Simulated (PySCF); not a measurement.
PySCF input for Ge(F)(Cl)(OH)2 (ClFGeH2O2), SMILES [OH][Ge]([OH])([F])[Cl], PBE/pcSseg-1. Coordinates come from a B3LYP-D3(BJ)/def2-SVP optimisation. This is a generated structure with no PubChem entry under its InChIKey; it may be hypothetical. The values are those of a single conformer.

```python
import numpy as np
from pyscf import gto, scf, dft
from pyscf.prop.nmr import rks as nmr

mol = gto.M(
    atom='''
    O    -0.43533880    1.77822060    0.40272802
    Ge   -0.20026247    0.05575219    0.14917949
    O    -1.68521199   -0.62441964   -0.47382866
    F     0.20799707   -0.64372531    1.68226028
    Cl    1.39358799   -0.42549393   -1.18503273
    H     0.27562212    2.19147427    0.91311510
    H    -2.46578612   -0.17902773   -0.11283967
    ''',
    basis='pcSseg-1',
    charge=0,
    spin=0,
    max_memory=1600,
    verbose=3,
)
mf = dft.RKS(mol, xc='pbe')
mf.grids.level = 3
mf.conv_tol = 1e-10
mf.max_cycle = 100
mf.kernel()
n = nmr.NMR(mf)
n.verbose = 2
n.max_cycle_cphf = 60
sigma = n.kernel()
print('atom   isotropic/ppm   span/ppm')
for i, s in enumerate(sigma):
    w = np.linalg.eigvalsh((s + s.T) / 2)
    print(f'{mol.atom_symbol(i):2s}{i + 1:3d} {w.mean():14.3f} {w[2] - w[0]:11.3f}')
```

Output:

```
converged SCF energy = -2787.83969993371
atom   isotropic/ppm   span/ppm
O   1        241.589     113.935
Ge  2       1250.609     108.964
O   3        257.355      91.273
F   4        256.328     186.737
Cl  5        842.261     346.057
H   6         28.808      20.809
H   7         28.861      22.734
```

Self-consistency was reached.

Cost: about 16 core-seconds (a rough figure).
